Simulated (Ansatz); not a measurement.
Ansatz results at the PBE0-D4/def2-TZVP geometry: LUMO energy (B3LYP/def2-TZVPP) -0.15 eV; LUMO energy (PBE0/def2-TZVPP) 0.09 eV; HOMO energy (PBE0/def2-TZVPP) -7.71 eV.

Each molecule was computed in one conformer, which needn't be the lowest.

(1) Which molecule gave them?
A. `N[SiH](S)Cl`
B. `[BH2][GeH]1[CH2][O]1`
C. `NC1=CSC1`
D. `[SiH3][C]1=[CH][GeH2]1`

Results:

(1) A. The others give `NC1=CSC1`: 0.04, 0.31, -5.23; `[SiH3][C]1=[CH][GeH2]1`: -0.89, -0.70, -6.73; `[BH2][GeH]1[CH2][O]1`: -2.96, -2.78, -7.00.

B3LYP here is the variant with VWN-RPA as its local correlation; programs differ in this.
